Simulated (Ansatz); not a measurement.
`[AlH2][SiH]([SiH3])Cl` + `FCS` → `FCS[SiH3]` + `[AlH2][SiH2]Cl` at 600 K and 1 bar (cleavage of the Si–Si bond).

Program: Ansatz. Geometries: PBE0-D4/def2-TZVP. ΔE: electronic, gas phase. CCSD(T)/CBS is the MP2 limit (def2-TZVPP, def2-QZVPP) plus CCSD(T) − MP2 in def2-TZVPP, frozen cores. Each species was taken in one conformer, which may not be the lowest.

```csv
species,CCSD(T)/CBS energy (Eh),H − E (kJ/mol),S (J/(mol·K))
`[AlH2][SiH]([SiH3])Cl`,-1283.57831,199.6,498.5
`FCS`,-537.40796,138.0,320.3
`FCS[SiH3]`,-827.70796,203.3,409.9
`[AlH2][SiH2]Cl`,-993.29495,133.4,406.0
```

H − E and S are ideal-gas, rigid-rotor, harmonic terms from PBE0-D4/def2-TZVP, for one conformer and one mirror image of each species. 1 Eh = 2625.50 kJ/mol, R = 8.31446 J/(mol·K).

Question: By hand: ΔE, ΔH, ΔS and ΔG.

Answer: ΔE = (-827.70796) + (-993.29495) − (-1283.57831) − (-537.40796) = -0.01664 Eh = -43.7 kJ/mol. Δ(H − E) = 203.3 + 133.4 − 199.6 − 138.0 = -0.9, so ΔH = -44.6 kJ/mol. ΔS = 409.9 + 406.0 − 498.5 − 320.3 = -2.9 J/(mol·K). ΔG = -44.6 − 600 × (-2.9)/1000 = -42.9 kJ/mol.

Question: By hand: the equilibrium constant, and the temperature at which ΔG would vanish if ΔH and ΔS stayed fixed.

Answer: log₁₀ K = −ΔG/(RT ln 10) = 3.7. ΔG = 0 at ΔH/ΔS = 15379 K, far beyond where these terms or the molecules hold.

The number of gas molecules stays the same, so ΔS is small and ΔH decides. A doubt of 5 kJ/mol in ΔE shifts log₁₀ K by 0.4 here. Other conformers and mirror images would add mixing entropy, several J/(mol·K) or more a flexible species. Modes under 60 cm⁻¹, often nearly free rotors, make the harmonic entropy too high. These are equilibria of isolated gas molecules and say nothing of rates. Largest T1 diagnostic: 0.012 (customary marks: 0.02 for closed shells, 0.045 for open ones).
